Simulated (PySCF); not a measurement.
One of the candidates below gave these computed data.

All candidates are H9NO2Si3.

| technique | computed result |
| --- | --- |
| UV, strongest line | among the 8 lowest singlet transitions: S7 at 8.03 eV (154 nm, f = 0.057) [TDDFT CAM-B3LYP/def2-SVPD] |
| Polarisability | 87.3 au [CAM-B3LYP/def2-SVPD] |
| Rotational structure | rotational constants A, B, C: 3.469, 0.929, 0.754 GHz [GFN2-xTB] |
| 1H NMR | chemical shifts (computed TMS as zero) by class: 5.47 (2 H), 5.20 (3 H), 4.99 (2 H), 0.24 (2 H) ppm [GIAO PBE0/pcSseg-1] |
| NMR, other nuclei | isotropic shieldings of nuclei other than C and H, by class: 250 (1 N), 267 (1 O), 293 (1 O), 384 (1 Si), 394 (1 Si), 396 (1 Si) ppm [GIAO PBE0/pcSseg-1] |
| Dipole | 1.40 D [CAM-B3LYP/def2-SVPD] |
| Triplet | lowest triplet excitation (Tamm–Dancoff): 6.16 eV [TDA CAM-B3LYP/def2-SVPD] |
| UV, first state | lowest singlet excitation: 6.52 eV (190 nm, f = 0.022) [TDDFT CAM-B3LYP/def2-SVPD] |

The electronic properties come from PySCF, for the isolated species, density fitting. Levels stand in brackets. Isolated species at its GFN2-xTB geometry (one conformer only). GFN2-xTB frequencies show an imaginary mode (22i cm⁻¹), so this geometry is no minimum at that level. Each NMR value is the plain mean over a class of atoms that symmetry, rotation or inversion makes alike.

Question: Which candidate is it?
A. `N[Si@@H](O[SiH3])[SiH2]O`
B. `O[SiH](O)N([SiH3])[SiH3]`
C. `N[SiH2]O[SiH2]O[SiH3]`

Answer: C. It is `N[SiH2]O[SiH2]O[SiH3]`. Numbering: `[NH2:1][SiH2:2][O:3][SiH2:4][O:5][SiH3:6]`. Its formula, H9NO2Si3, gives 0 degrees of unsaturation, so no ring and no π bond. Hydrogen classes from least to most shielded: 2 H on an oxygen-bound silicon, Si2 (5.47 ppm), 3 H on an oxygen-bound silicon, Si6 (5.20 ppm), 2 H on an oxygen-bound silicon, Si4 (4.99 ppm), 2 H on a silicon-bound nitrogen, N1 (0.24 ppm, a mean of values up to 0.6 ppm apart in this geometry). The other shieldings belong to: 250 ppm, silicon-bound nitrogen [N1]; 267 ppm, siloxane oxygen [O3]; 293 ppm, siloxane oxygen [O5]; 384 ppm, oxygen-bound silicon [Si2]; 394 ppm, oxygen-bound silicon [Si6]; 396 ppm, oxygen-bound silicon [Si4]. The optimised geometry has point group C1 and is an asymmetric top.

The others, at the same levels:
- `N[Si@@H](O[SiH3])[SiH2]O` fails: its computed 1H shifts are 5.86 (1 H), 5.59 (1 H), 5.17 (1 H), 5.14 (3 H), 0.32 (2 H), -0.04 (1 H) ppm, rotational constant A is 2.900 GHz (against 3.469 GHz) and smallest rotational constant is 0.805 GHz (against 0.754 GHz).
- `O[SiH](O)N([SiH3])[SiH3]` fails: its computed 1H shifts are 4.99 (1 H), 4.76 (6 H), 2.08 (2 H) ppm, rotational constant A is 2.167 GHz (against 3.469 GHz) and smallest rotational constant is 1.016 GHz (against 0.754 GHz).

Each candidate is one conformer, not necessarily the lowest. The conformers computed, where there is a choice (atom-mapped SMILES and torsion angles):
- `[NH2:1][SiH2:2][O:3][SiH2:4][O:5][SiH3:6]`: N1–Si2–O3–Si4 -158°, Si2–O3–Si4–O5 -15°, O3–Si4–O5–Si6 -14°, H–N1–Si2–O3 -177°, H–N1–Si2–O3 -37°
- `[NH2:1][Si@@H:2]([O:3][SiH3:4])[SiH2:5][OH:6]`: N1–Si2–O3–Si4 59°, N1–Si2–Si5–O6 118°, H–N1–Si2–O3 43°, H–N1–Si2–O3 -177°, H–O6–Si5–Si2 57°
- `[OH:1][SiH:2]([OH:3])[N:4]([SiH3:5])[SiH3:6]`: O1–Si2–N4–Si5 -23°, H–O1–Si2–O3 -29°, H–O3–Si2–O1 -169°
